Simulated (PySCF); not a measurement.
PySCF input (M06-2X/def2-TZVPD):

```python
from pyscf import gto, scf, dft

mol = gto.M(
    atom='''
    C    -2.40572217    0.19589053   -0.10945038
    C    -0.98179752    0.36282453    0.41768322
    C     0.04623637   -0.30218221   -0.48837562
    S     1.76781554   -0.20198827    0.11709108
    H    -2.67828148   -0.85968184   -0.18057449
    H    -3.12744383    0.68218435    0.54880034
    H    -2.51422136    0.63418117   -1.10428319
    H    -0.74342541    1.42639086    0.50893567
    H    -0.89720017   -0.05886426    1.42168843
    H    -0.00028286    0.10515515   -1.49922205
    H    -0.14885085   -1.37378329   -0.56566815
    H     1.87235736    1.13703297    0.07772288
    ''',
    basis='def2-tzvpd',
    charge=0,
    spin=0,
    verbose=4,
)

mf = dft.RKS(mol, xc='m062x').density_fit(auxbasis='def2-universal-jkfit')
mf.grids.level = 4
mf.conv_tol = 1e-9
mf.max_cycle = 100
mf.max_memory = 1500
mf.kernel()
if not mf.converged:
    mf = mf.newton()
    mf.kernel(mf.make_rdm1())
mf.analyze()
```

End of the output:

```
Extra cycle  E= -517.299623228795  delta_E= -1.02e-12  |g|= 3.34e-06  |ddm|= 1.5e-05
converged SCF energy = -517.299623228795
**** SCF Summaries ****
Total Energy =                        -517.299623228795213
Nuclear Repulsion Energy =             162.577614763133255
One-electron Energy =                -1031.559490337799161
Two-electron Energy =                  351.682252345870666
Two-electron Coulomb Energy =          396.586016139079163
DFT Exchange-Correlation Energy =      -44.903763793208469
HOMO-LUMO gap [eV] =                     8.350711495473860
**** MO energy ****
MO #1   energy= -89.8929753242668  occ= 2
MO #2   energy= -10.5674344204596  occ= 2
MO #3   energy= -10.5401960988634  occ= 2
MO #4   energy= -10.530312767459   occ= 2
MO #5   energy= -8.2518840046048   occ= 2
MO #6   energy= -6.17162034602903  occ= 2
MO #7   energy= -6.16966727957972  occ= 2
MO #8   energy= -6.16645748733049  occ= 2
MO #9   energy= -0.909722648351114 occ= 2
MO #10  energy= -0.832933059803203 occ= 2
MO #11  energy= -0.735926179667761 occ= 2
MO #12  energy= -0.67588283931056  occ= 2
MO #13  energy= -0.55268745645904  occ= 2
MO #14  energy= -0.506685820627418 occ= 2
MO #15  energy= -0.479800294081154 occ= 2
MO #16  energy= -0.470113531772968 occ= 2
MO #17  energy= -0.434573167981881 occ= 2
MO #18  energy= -0.412887400647771 occ= 2
MO #19  energy= -0.401596727146383 occ= 2
MO #20  energy= -0.374865164944399 occ= 2
MO #21  energy= -0.293033081020805 occ= 2
MO #22  energy= 0.0138499086709434 occ= 0
MO #23  energy= 0.0195890482637678 occ= 0
MO #24  energy= 0.0308322676976453 occ= 0
MO #25  energy= 0.0342371796690834 occ= 0
MO #26  energy= 0.0431534202496666 occ= 0
MO #27  energy= 0.0637901056213553 occ= 0
MO #28  energy= 0.0787287859306335 occ= 0
MO #29  energy= 0.088372575921297  occ= 0
MO #30  energy= 0.0897681899235882 occ= 0
MO #31  energy= 0.0996358867519368 occ= 0
MO #32  energy= 0.107856362140924  occ= 0
MO #33  energy= 0.12549978769604   occ= 0
MO #34  energy= 0.128674768891391  occ= 0
MO #35  energy= 0.142030664187379  occ= 0
MO #36  energy= 0.151494309413365  occ= 0
MO #37  energy= 0.164268328379173  occ= 0
MO #38  energy= 0.174217717653591  occ= 0
MO #39  energy= 0.181499222628188  occ= 0
MO #40  energy= 0.185000424129523  occ= 0
MO #41  energy= 0.195919633304857  occ= 0
MO #42  energy= 0.200868096030048  occ= 0
MO #43  energy= 0.21986382091804   occ= 0
MO #44  energy= 0.22305088342841   occ= 0
MO #45  energy= 0.228739835286356  occ= 0
MO #46  energy= 0.239229110721581  occ= 0
MO #47  energy= 0.242795544457327  occ= 0
MO #48  energy= 0.249328089856142  occ= 0
MO #49  energy= 0.257608458173756  occ= 0
MO #50  energy= 0.265735109141282  occ= 0
MO #51  energy= 0.28449556688178   occ= 0
MO #52  energy= 0.289175441180346  occ= 0
MO #53  energy= 0.294547029596509  occ= 0
MO #54  energy= 0.298747356066269  occ= 0
MO #55  energy= 0.302271794814925  occ= 0
MO #56  energy= 0.306479203054216  occ= 0
MO #57  energy= 0.308147778642716  occ= 0
MO #58  energy= 0.310336555298012  occ= 0
MO #59  energy= 0.319334443013768  occ= 0
MO #60  energy= 0.323068356796359  occ= 0
MO #61  energy= 0.332657896376301  occ= 0
MO #62  energy= 0.342780067359285  occ= 0
MO #63  energy= 0.344451644548227  occ= 0
MO #64  energy= 0.347557390011799  occ= 0
MO #65  energy= 0.36660381438339   occ= 0
MO #66  energy= 0.372404819938824  occ= 0
MO #67  energy= 0.381611635358952  occ= 0
MO #68  energy= 0.388771024898643  occ= 0
MO #69  energy= 0.395633999669219  occ= 0
MO #70  energy= 0.411433940862815  occ= 0
MO #71  energy= 0.416986191745897  occ= 0
MO #72  energy= 0.421282553475577  occ= 0
MO #73  energy= 0.427772502632437  occ= 0
MO #74  energy= 0.433558619638662  occ= 0
MO #75  energy= 0.440451131907003  occ= 0
MO #76  energy= 0.446610562773556  occ= 0
MO #77  energy= 0.466435411221281  occ= 0
MO #78  energy= 0.47872380902275   occ= 0
MO #79  energy= 0.484070614347387  occ= 0
MO #80  energy= 0.496236811738178  occ= 0
MO #81  energy= 0.501279946907628  occ= 0
MO #82  energy= 0.512249048929404  occ= 0
MO #83  energy= 0.522013174888448  occ= 0
MO #84  energy= 0.552881280630874  occ= 0
MO #85  energy= 0.565974439707299  occ= 0
MO #86  energy= 0.576901270969034  occ= 0
MO #87  energy= 0.605342112268715  occ= 0
MO #88  energy= 0.617366383837371  occ= 0
MO #89  energy= 0.625714743073867  occ= 0
MO #90  energy= 0.646963766918651  occ= 0
MO #91  energy= 0.652599737217916  occ= 0
MO #92  energy= 0.66525915363196   occ= 0
MO #93  energy= 0.675618180496032  occ= 0
MO #94  energy= 0.691996355184512  occ= 0
MO #95  energy= 0.701719740065578  occ= 0
MO #96  energy= 0.70770584077434   occ= 0
MO #97  energy= 0.723223013868281  occ= 0
MO #98  energy= 0.727473606900648  occ= 0
MO #99  energy= 0.734420578240648  occ= 0
MO #100 energy= 0.735881930457519  occ= 0
MO #101 energy= 0.759090629089109  occ= 0
MO #102 energy= 0.759767950156802  occ= 0
MO #103 energy= 0.760603201980071  occ= 0
MO #104 energy= 0.765221287390663  occ= 0
MO #105 energy= 0.785132903198161  occ= 0
MO #106 energy= 0.792105743609478  occ= 0
MO #107 energy= 0.833872509447544  occ= 0
[...]
```
